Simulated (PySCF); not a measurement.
1-ethynylcyclopropane-1-carbaldehyde (C₆H₆O), SMILES C#CC1(C=O)CC1. Geometry optimised at PBE-D3(BJ)/def2-SVP. Other conformers were not sampled.

Q: Give the equilibrium geometry at PBE-D3(BJ)/def2-SVP (PySCF confirms it by a frequency run) as Cartesian coordinates in Å, and its point group. (Estimate from the structure and the level; the computed values follow.)

A: One answer among several that fit: point group Cs.
```xyz
13

C      0.5587     2.6798     0.0000
C      0.2503     1.4953     0.0000
C     -0.0586     0.0890     0.0000
C      1.1066    -0.8680     0.0000
O      0.9788    -2.0777     0.0000
C     -1.3151    -0.4196    -0.7412
C     -1.3151    -0.4196     0.7412
H      0.8207     3.7284     0.0000
H      2.1198    -0.3717     0.0000
H     -1.1741    -1.3844    -1.2530
H     -1.8914     0.3459    -1.2810
H     -1.8914     0.3459     1.2810
H     -1.1741    -1.3844     1.2530
```
Charge 0, spin multiplicity 1.
